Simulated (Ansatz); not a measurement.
Basis-set extrapolation for CH$_{7}$NOSi, SMILES `OCN[SiH3]` (PBE0-D4/def2-TZVP geometry, frozen core, Ansatz 0.2.0). Multiplicity 1, RHF reference.

```csv
,def2-TZVPP,def2-QZVPP
HF,-460.283032,-460.300743
MP2 correlation,-0.755612,-0.811012
CCSD(T) correlation,-0.823755,not run
```

Energies in hartree. Use E(X) = E(∞) + A·exp(−7.88·√X) for Hartree–Fock and E(X) = E(∞) + B·X^(−2.97) for correlation, with X = 3 and 4, and add CCSD(T) minus MP2 of the smaller set to the MP2 limit.

Question: What is the CCSD(T) energy at the basis-set limit?

Answer: HF limit: -460.300743 + (-0.017711) × 0.13774 = -460.30318. MP2 limit: -0.811012 + (-0.055400) × 0.74074 = -0.85205. Higher-order term: -0.823755 − (-0.755612) = -0.06814. Total: -461.22337 hartree, 3.17 eV below CCSD(T)/def2-TZVPP.
